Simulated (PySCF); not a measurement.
**Telling isomers of C8H15P apart by NMR**

[PySCF: shieldings: GIAO PBE0/pcSseg-1; geometry from GFN2-xTB; one computed conformer; no relativistic terms; gas phase; one averaged value for each set of equivalent atoms]

Scale: 1H (σ = 31.72 ppm), 13C (σ = 186.93 ppm) vs TMS (reference shieldings calculated alike). Splittings of carbon signals by F and P are missing where no couplings were computed. Where no couplings were computed, multiplicities follow the n + 1 count of equivalent neighbours, and m marks all less simple cases (inequivalent or close neighbours, rings, F or P nearby). Shifts are as computed. Against solution values, carbons near 30 ppm lie about +3 ppm off and those near 130 ppm about +5 ppm. Of 1211 compounds with measured shifts, 218 miss one by over three times the rms of a fit or turn the order of signals round; such compounds aren't used in these exercises.

(1) Tabulate the signals of `C=C(C)[P@](=C)(C)/C=C\C`, `C1CCP(C2CC2)CC1` and their relative energies.

(2) What is the quickest way to tell C=C(C)[P@](=C)(C)/C=C\C from C1CCP(C2CC2)CC1?

Results:

(1) 
```json
{"SMILES": "C=C(C)[P@](=C)(C)/C=C\\C", "carbon types": "1×C 2×CH 2×CH2 3×CH3", "δC": "164.2, 150.2, 133.8, 123.9, 22.2, 20.3, 18.0, 8.4", "δH": "6.60 (m, 1H), 5.78 (m, 1H), 5.67 (m, 1H), 5.62 (m, 1H), 1.99 (d, 3H), 1.90 (m, 3H), 1.72 (m, 3H), 0.11 (m, 2H)", "E rel. (kcal/mol)": "54.7"}
{"SMILES": "C1CCP(C2CC2)CC1", "carbon types": "1×CH 7×CH2", "δC": "33.3, 32.6, 28.7, 15.9, 4.8", "δH": "1.72 (m, 4H), 1.69 (m, 4H), 1.42 (m, 2H), 0.65 (m, 2H), 0.30 (m, 1H), 0.30 (m, 2H)", "E rel. (kcal/mol)": "0.0"}
```

Energies are electronic energies at PBE0/pcSseg-1 on these geometries, without zero-point or thermal terms, each for the one conformer computed, which needn't be the lowest.

(2) Count the carbon signals: 8 against 5. The first has a fully substituted alkene carbon (C) at 164.2 ppm, the second a three-membered-ring carbon (CH) at 15.9 ppm. Their most deshielded carbons lie at 164.2 and 33.3 ppm. In the proton spectra the most deshielded non-exchanging signals are 6.60 (m, 1H) and 1.72 (m, 4H).
